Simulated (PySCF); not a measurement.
C2H2, charge +1, doublet, at a GFN2-xTB geometry (a state made from the parent by changing its charge; the spin is typed, not shown lowest); CISD/def2-TZVPP in PySCF.

Input for PySCF:
```python
from pyscf import gto, scf, ci

mol = gto.M(
    atom='''
C    -0.005518    0.032082    0.612324
C    -0.017105    0.044938   -0.611300
H     0.052121   -0.213586   -1.666241
H     0.083618   -0.248535    1.660100
''',
    basis='def2-tzvpp',
    charge=1,
    spin=1,
    verbose=4,
    max_memory=1800,
)

mf = scf.UHF(mol)
mf.kernel()

myci = ci.CISD(mf, frozen=2)
myci.kernel()
print('E(CISD) = %.10f' % myci.e_tot)
```

Write the output that PySCF gives for this input, abridged.


```
PySCF version 2.14.0

[INPUT] verbose = 4
[INPUT] num. atoms = 4
[INPUT] num. electrons = 13
[INPUT] charge = 1
[INPUT] spin (= nelec alpha-beta = 2S) = 1
[INPUT] symmetry False subgroup None
[INPUT] Mole.unit = angstrom
[INPUT] Symbol           X                Y                Z      unit          X                Y                Z       unit  Magmom
[INPUT]  1 C     -0.005518000000   0.032082000000   0.612324000000 AA   -0.010427508755   0.060626193528   1.157124659498 Bohr   0.0
[INPUT]  2 C     -0.017105000000   0.044938000000  -0.611300000000 AA   -0.032323765361   0.084920512586  -1.155189579947 Bohr   0.0
[INPUT]  3 H      0.052121000000  -0.213586000000  -1.666241000000 AA    0.098494415338  -0.403619044041  -3.148739147521 Bohr   0.0
[INPUT]  4 H      0.083618000000  -0.248535000000   1.660100000000 AA    0.158015119084  -0.469663082369   3.137134339390 Bohr   0.0

nuclear repulsion = 24.3308807797549
number of shells = 34
number of NR pGTOs = 124
number of NR cGTOs = 90
basis = def2-tzvpp
ecp = {}

******** <class 'pyscf.scf.uhf.UHF'> ********
method = UHF
initial guess = minao
damping factor = 0
level_shift factor = 0
DIIS = <class 'pyscf.scf.diis.CDIIS'>
diis_start_cycle = 1
diis_space = 8
diis_damp = 0
SCF conv_tol = 1e-09
SCF conv_tol_grad = None
SCF max_cycles = 50
direct_scf = True
direct_scf_tol = 1e-13
number electrons alpha = 7  beta = 6
Set gradient conv threshold to 3.16228e-05
init E= -76.9238786458189

cycle= 1 E= -76.4096888493946  delta_E= 0.514  |g|= 0.313  |ddm|= 0.993
cycle= 2 E= -76.4817394495722  delta_E= -0.0721  |g|= 0.0924  |ddm|= 0.238
cycle= 3 E= -76.4859972557751  delta_E= -0.00426  |g|= 0.0207  |ddm|= 0.0929
cycle= 4 E= -76.486433745836  delta_E= -0.000436  |g|= 0.00522  |ddm|= 0.0365
cycle= 5 E= -76.4864735879007  delta_E= -3.98e-05  |g|= 0.00247  |ddm|= 0.00787
cycle= 6 E= -76.4864861666806  delta_E= -1.26e-05  |g|= 0.000653  |ddm|= 0.00483
cycle= 7 E= -76.4864870208196  delta_E= -8.54e-07  |g|= 0.00012  |ddm|= 0.00136
cycle= 8 E= -76.4864870445675  delta_E= -2.37e-08  |g|= 4.01e-05  |ddm|= 0.000229
cycle= 9 E= -76.4864870483685  delta_E= -3.8e-09  |g|= 1.84e-05  |ddm|= 7.34e-05
cycle= 10 E= -76.4864870493819  delta_E= -1.01e-09  |g|= 4.31e-06  |ddm|= 4.11e-05
cycle= 11 E= -76.4864870494246  delta_E= -4.27e-11  |g|= 6.21e-07  |ddm|= 9.24e-06
Extra cycle  E= -76.4864870494255  delta_E= -9.09e-13  |g|= 2.91e-07  |ddm|= 1.51e-06
converged SCF energy = -76.4864870494255  <S^2> = 0.75653208  2S+1 = 2.0065214

******** <class 'pyscf.ci.ucisd.UCISD'> ********
CISD nocc = (np.int64(5), np.int64(4)), nmo = (88, 88)
frozen orbitals 2
max_cycle = 50
direct = 0
conv_tol = 1e-09
max_cycle = 50
max_space = 12
lindep = 0
nroots = 1
Init t2, MP2 energy = -0.245562728228455
UCISD converged
E(UCISD) = -76.73990211420512  E_corr = -0.2534150647796225
E(CISD) = -76.7399021142
```
